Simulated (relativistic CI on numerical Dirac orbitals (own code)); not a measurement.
## Ligand-field terms of d3

Computed with a parametric ligand-field model of a d^n configuration (Racah B and C, spin-orbit zeta, crystal field), exact diagonalisation.

Field parameters in Wybourne normalisation: Oh B⁴₀ = 21Dq, B⁴₄ = √(5/14) B⁴₀. The field is a parameter set, without covalency.

B = 860 cm⁻¹, C = 3170 cm⁻¹ (C/B = 3.69), Oh, no spin-orbit coupling. Tanabe-Sugano data, E/B above the lowest term (Δ = |10Dq|; b, c mark the second and third term of a kind):

```
 Δ/B   4A2    4T2    4T1     2E    2T1    2T2
 1.0  0.00   1.00   1.79  15.95  16.02  16.40
 5.0  0.00   5.00   8.68  17.18  17.91  20.96
 9.0  0.00   9.00  15.00  17.62  18.55  23.82
13.0  0.00  13.00  20.68  17.89  18.88  25.40
17.0  0.00  17.00  25.79  18.10  19.08  26.51
21.0  0.00  21.00  30.51  18.26  19.22  27.37
25.0  0.00  25.00  35.00  18.40  19.32  28.05
29.0  0.00  29.00  39.34  18.51  19.41  28.61
33.0  0.00  33.00  43.58  18.61  19.47  29.07
37.0  0.00  37.00  47.77  18.70  19.52  29.45
41.0  0.00  41.00  51.91  18.78  19.57  29.78
45.0  0.00  45.00  56.03  18.85  19.60  30.06
```

The ground term stays 4A2.
